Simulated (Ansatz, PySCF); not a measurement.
Gas-phase reaction (SMILES): FB(F)Cl + F (HF) -> FB(F)F + Cl (HCl); hydrogen fluoride cleaves one B-Cl bond, a model of a ligand-exchange step.

Geometries: B3LYP-D3(BJ)/def2-TZVP minima from Ansatz (an electronic-structure program). Correlated levels leave the core frozen unless marked. Spin-orbit coupling is left out. Non-relativistic. Basis-set limits of correlation are two-point, X^-3; Hartree-Fock from the larger set. Thermal terms are rigid-rotor harmonic-oscillator values from B3LYP-D3(BJ) frequencies (Ansatz or PySCF) at 298.15 K and 1 atm. 1 Eh = 627.5095 kcal/mol.

```tsv
species	E, CCSD(T)/CBS(cc-pV(T+d)Z,cc-pV(Q+d)Z) (Ansatz) (Eh)	E, r2SCAN-D4/def2-TZVPD (Ansatz + dftd4) (Eh)	H - E (Eh)	G - E (Eh)
FB(F)Cl	-684.31087	-684.88875	0.01548	-0.01583
F (HF)	-100.39146	-100.44728	0.01259	-0.00713
FB(F)F	-324.34859	-324.57396	0.01684	-0.01208
Cl (HCl)	-460.37849	-460.78611	0.01000	-0.01120
```

Problem. Work out ΔE and ΔH, ΔG, ΔS and the equilibrium constant at 298.15 K at the first level, then ΔH at the second.

Solution. 
1. ΔE = [(-324.34859) + (-460.37849)] - [(-684.31087) + (-100.39146)] = -0.02475 Eh = -15.5 kcal/mol at CCSD(T)/CBS(cc-pV(T+d)Z,cc-pV(Q+d)Z).
2. The terms H - E add up to -0.00123 Eh, so ΔH = (-0.02475 + (-0.00123))×627.5095 = -16.3 kcal/mol.
3. The terms G - E add up to -0.00032 Eh, so ΔG = -15.7 kcal/mol, and ΔS = (-0.00123 - (-0.00032))×627509.5/298.15 = -1.9 cal/(mol K).
4. log10 K = -ΔG/(RT ln 10) = 11.5, with RT ln 10 = 1.3642 kcal/mol.
5. At r2SCAN-D4/def2-TZVPD the same steps give ΔE = -15.1 and ΔH = -15.9 kcal/mol, a shift of +0.4 from the first level.
6. These values are not checked against measurement here, since the tables used lack a sound gas-phase enthalpy of formation for at least one species.
